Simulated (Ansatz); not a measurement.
AlSe, multiplicity 2 (the spin of the measured ground state), most abundant isotopes (26.9815 and 79.9165 u). Constants from fifth-degree fits in 1/R to seven points on the lowest solution found; no spin–orbit coupling, no relativity up to Kr; ω_e x_e and α_e move by some per cent with the fit.

Correlated levels freeze the inner cores; with def2 sets outer-core shells near the valence are correlated too.

The values were computed with Ansatz (Gaussian orbitals). Each number belongs to the level named beside it.

Total energies (hartree; each atom in its lowest state at that level) and vibrational constants (cm⁻¹):

| level | E(AlSe) at r_e | E(Al) | E(Se) | ω_e | ω_e x_e |
|---|---|---|---|---|---|
| PBE/def2-TZVPP | -2643.499580 | -242.227635 | -2401.124886 | 466 | 2.0 |
| B3LYP/def2-TZVPP | -2644.048651 | -242.387606 | -2401.525648 | 460 | 2.2 |
| wB97M-V/def2-TZVPP | -2643.840904 | -242.347410 | -2401.357930 | 459 | 2.8 |
| CCSD(T)/def2-QZVPP | -2642.458697 | -241.934219 | -2400.386812 | 487 | 2.2 |

Question: Work out D_e and D₀ in eV.

Answer: 
D_e = E(Al) + E(Se) − E(molecule), times 27.2114 eV; D₀ = D_e − (ω_e/2 − ω_e x_e/4)/8065.54.
- PBE/def2-TZVPP: D_e = 4.002, zero point 0.029, D₀ = 3.973 eV
- B3LYP/def2-TZVPP: D_e = 3.684, zero point 0.028, D₀ = 3.656 eV
- wB97M-V/def2-TZVPP: D_e = 3.689, zero point 0.028, D₀ = 3.661 eV
- CCSD(T)/def2-QZVPP: D_e = 3.746, zero point 0.030, D₀ = 3.716 eV
No counterpoise correction is made.

Ansatz is a program for electronic structure.
